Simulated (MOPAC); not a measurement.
Input file for MOPAC: PM6 on C2H8O3Si (SMILES CC[Si](O)(O)O), a point of a bond scan (R = 1.860 Å).

```
PM6 1SCF PRECISE CHARGE=0 THREADS=1
C2H8O3Si

C     -2.37827924 1     0.23084567 1     0.34397664 1
C     -1.10829246 1    -0.43006384 1     0.89753638 1
Si     0.43088891 1    -0.03629444 1    -0.06986989 1
O      0.73104536 1     1.57673213 1    -0.17645259 1
O      1.64473428 1    -0.84463593 1     0.70054269 1
O      0.32139261 1    -0.45404150 1    -1.65631513 1
H     -2.28834681 1     1.31852757 1     0.33822779 1
H     -2.57046845 1    -0.08050869 1    -0.68423633 1
H     -3.25548569 1    -0.02776995 1     0.94009488 1
H     -0.94595286 1    -0.13126232 1     1.93838193 1
H     -1.22670030 1    -1.51828671 1     0.92520660 1
H      0.85933828 1     2.05601117 1     0.64490708 1
H      2.53245206 1    -0.75301895 1     0.34330061 1
H      0.20477095 1    -1.38469850 1    -1.85898189 1
```

It printed:

```
*******************************************************************************
 **                                                                           **
 **                              MOPAC v23.2.5                                **
 **                                                                           **
 *******************************************************************************
 ** MOPAC's Digital Object Identifier: https://doi.org/10.5281/zenodo.6511958 **
 **                                                                           **
 ** Please cite the open-source release paper for use of this MOPAC version:  **
 ** J. E. Moussa and J. J. P. Stewart (2026)                                  **
 ** MOPAC: An open-source semiempirical molecular orbital program             **
 ** J. Open Source Softw., 11(119), 8025, https://doi.org/10.21105/joss.08025 **
 *******************************************************************************

                              PM6 CALCULATION RESULTS

 *******************************************************************************
 *  PM6        - The PM6 Hamiltonian to be used
 *
 *
 *
 *                 CHARGE ON SYSTEM = 0
 *
 *
 *
 *  PRECISE    - TIGHTER CRITERIA TO BE USED
 *  1SCF       - DO 1 SCF AND THEN STOP
 *  THREADS=1  - MULTI-THREADING NOT USED
 *  T=         - A TIME OF 172800.0 SECONDS REQUESTED
 *  DUMP=N     - RESTART FILE WRITTEN EVERY 7200.0 SECONDS REQUESTED
 *******************************************************************************
PM6 1SCF PRECISE CHARGE=0 THREADS=1
 C2H8O3Si

   ATOM   CHEMICAL          X               Y               Z
  NUMBER   SYMBOL      (ANGSTROMS)     (ANGSTROMS)     (ANGSTROMS)

     1       C         -2.37827924  *   0.23084567  *   0.34397664  *
     2       C         -1.10829246  *  -0.43006384  *   0.89753638  *
     3      Si          0.43088891  *  -0.03629444  *  -0.06986989  *
     4       O          0.73104536  *   1.57673213  *  -0.17645259  *
     5       O          1.64473428  *  -0.84463593  *   0.70054269  *
     6       O          0.32139261  *  -0.45404150  *  -1.65631513  *
     7       H         -2.28834681  *   1.31852757  *   0.33822779  *
     8       H         -2.57046845  *  -0.08050869  *  -0.68423633  *
     9       H         -3.25548569  *  -0.02776995  *   0.94009488  *
    10       H         -0.94595286  *  -0.13126232  *   1.93838193  *
    11       H         -1.22670030  *  -1.51828671  *   0.92520660  *
    12       H          0.85933828  *   2.05601117  *   0.64490708  *
    13       H          2.53245206  *  -0.75301895  *   0.34330061  *
    14       H          0.20477095  *  -1.38469850  *  -1.85898189  *



          CARTESIAN COORDINATES

    NO.       ATOM           X           Y           Z

     1         C         -2.3783      0.2308      0.3440
     2         C         -1.1083     -0.4301      0.8975
     3        Si          0.4309     -0.0363     -0.0699
     4         O          0.7310      1.5767     -0.1765
     5         O          1.6447     -0.8446      0.7005
     6         O          0.3214     -0.4540     -1.6563
     7         H         -2.2883      1.3185      0.3382
     8         H         -2.5705     -0.0805     -0.6842
     9         H         -3.2555     -0.0278      0.9401
    10         H         -0.9460     -0.1313      1.9384
    11         H         -1.2267     -1.5183      0.9252
    12         H          0.8593      2.0560      0.6449
    13         H          2.5325     -0.7530      0.3433
    14         H          0.2048     -1.3847     -1.8590

 General Reference for PM6:
 "Optimization of Parameters for Semiempirical Methods V: Modification of NDDO Approximations
 and Application to 70 Elements", J. J. P. Stewart, J. Mol. Mod., 13, 1173-1213 (2007)
 URL: https://link.springer.com/article/10.1007/s00894-007-0233-4

           Empirical Formula: C2 H8 O3 Si  =    14 atoms



      MOLECULAR POINT GROUP   :   Cs


      RHF CALCULATION, NO. OF DOUBLY OCCUPIED LEVELS = 19


 -------------------------------------------------------------------------------
 PM6 1SCF PRECISE CHARGE=0 THREADS=1
 C2H8O3Si



     1SCF WAS SPECIFIED, SO BFGS WAS NOT USED
     SCF FIELD WAS ACHIEVED


                              PM6 CALCULATION
                                                       MOPAC v23.2.5 Linux




          FINAL HEAT OF FORMATION =       -227.80551 KCAL/MOL =    -953.13825 KJ/MOL


          COSMO AREA              =        134.64 SQUARE ANGSTROMS
          COSMO VOLUME            =        126.02 CUBIC ANGSTROMS

          IONIZATION POTENTIAL    =         10.222272 EV
          HOMO LUMO ENERGIES (EV) =        -10.222  1.140
          NO. OF FILLED LEVELS    =         19
          MOLECULAR WEIGHT        =        108.1689         POINT GROUP:  Cs

          MOLECULAR DIMENSIONS (Angstroms)

            Atom       Atom       Distance
            H    13    H     9     5.86365
            H    14    H    12     4.30526
            H    10    O     6     2.70113


          SCF CALCULATIONS        =          1





   ATOM   CHEMICAL          X               Y               Z
  NUMBER   SYMBOL      (ANGSTROMS)     (ANGSTROMS)     (ANGSTROMS)

     1       C         -2.37827924  *   0.23084567  *   0.34397664  *
     2       C         -1.10829246  *  -0.43006384  *   0.89753638  *
     3      Si          0.43088891  *  -0.03629444  *  -0.06986989  *
     4       O          0.73104536  *   1.57673213  *  -0.17645259  *
     5       O          1.64473428  *  -0.84463593  *   0.70054269  *
     6       O          0.32139261  *  -0.45404150  *  -1.65631513  *
     7       H         -2.28834681  *   1.31852757  *   0.33822779  *
     8       H         -2.57046845  *  -0.08050869  *  -0.68423633  *
     9       H         -3.25548569  *  -0.02776995  *   0.94009488  *
    10       H         -0.94595286  *  -0.13126232  *   1.93838193  *
    11       H         -1.22670030  *  -1.51828671  *   0.92520660  *
    12       H          0.85933828  *   2.05601117  *   0.64490708  *
    13       H          2.53245206  *  -0.75301895  *   0.34330061  *
    14       H          0.20477095  *  -1.38469850  *  -1.85898189  *

                             CARTESIAN COORDINATES

   1    C       -2.378279240     0.230845670     0.343976640
   2    C       -1.108292460    -0.430063840     0.897536380
   3   Si        0.430888910    -0.036294440    -0.069869890
   4    O        0.731045360     1.576732130    -0.176452590
   5    O        1.644734280    -0.844635930     0.700542690
   6    O        0.321392610    -0.454041500    -1.656315130
   7    H       -2.288346810     1.318527570     0.338227790
   8    H       -2.570468450    -0.080508690    -0.684236330
   9    H       -3.255485690    -0.027769950     0.940094880
  10    H       -0.945952860    -0.131262320     1.938381930
  11    H       -1.226700300    -1.518286710     0.925206600
  12    H        0.859338280     2.056011170     0.644907080
  13    H        2.532452060    -0.753018950     0.343300610
  14    H        0.204770950    -1.384698500    -1.858981890


           Empirical Formula: C2 H8 O3 Si  =    14 atoms



      MOLECULAR POINT GROUP   :   Cs


                  EIGENVALUES
 -30.01813 -29.98719 -29.59998 -27.00879 -21.57522 -19.35452 -18.19469 -17.09302
 -14.98675 -14.94992 -14.22127 -13.62260 -13.38015 -12.94202 -12.70368 -12.57232
 -12.16738 -11.65910 -10.22227   1.13978   1.18979   1.30523   1.80440   2.00196
   2.26146   4.31332   4.39441   4.57411   4.85459   5.60325   5.73764   5.88923
   5.98857   6.15684   6.38509   6.86862   7.10472


              NET ATOMIC CHARGES AND DIPOLE CONTRIBUTIONS

  ATOM NO.   TYPE          CHARGE      No. of ELECS.   s-Pop       p-Pop       d-Pop
    1          C          -0.404067        4.4041     1.07192     3.33214
    2          C          -0.380365        4.3804     1.07201     3.30836
    3         Si           0.482834        3.5172     0.92057     1.21830     1.37830
    4          O          -0.491142        6.4911     1.67863     4.81251
    5          O          -0.500445        6.5004     1.68431     4.81613
    6          O          -0.490299        6.4903     1.67878     4.81152
    7          H           0.144841        0.8552     0.85516
    8          H           0.145420        0.8546     0.85458
    9          H           0.133046        0.8670     0.86695
   10          H           0.152858        0.8471     0.84714
   11          H           0.153188        0.8468     0.84681
   12          H           0.350555        0.6494     0.64945
   13          H           0.353351        0.6466     0.64665
   14          H           0.350225        0.6498     0.64977
 DIPOLE           X         Y         Z       TOTAL
 POINT-CHG.     0.230    -0.882     1.167     1.481
 HYBRID         0.375    -0.116     0.062     0.398
 SUM            0.605    -0.998     1.229     1.695


          ATOMIC ORBITAL ELECTRON POPULATIONS

     Atom    s        px        py        pz      x^2-y^2     xz        z^2       yz        xy
    1  C   1.07192   1.04473   1.14173   1.14568
    2  C   1.07201   1.07007   1.10947   1.12883
    3 Si   0.92057   0.46100   0.37057   0.38673   0.30125   0.33005   0.26330   0.21735   0.26635
    4  O   1.67863   1.78028   1.53145   1.50078
    5  O   1.68431   1.37560   1.74626   1.69427
    6  O   1.67878   1.78156   1.40887   1.62109
    7  H   0.85516
    8  H   0.85458
    9  H   0.86695
   10  H   0.84714
   11  H   0.84681
   12  H   0.64945
   13  H   0.64665
   14  H   0.64977

 **********************
 *                    *
 * JOB ENDED NORMALLY *
 *                    *
 **********************




 == MOPAC DONE ==
```

The run finished.

Cost: roughly 0.03 core-seconds.
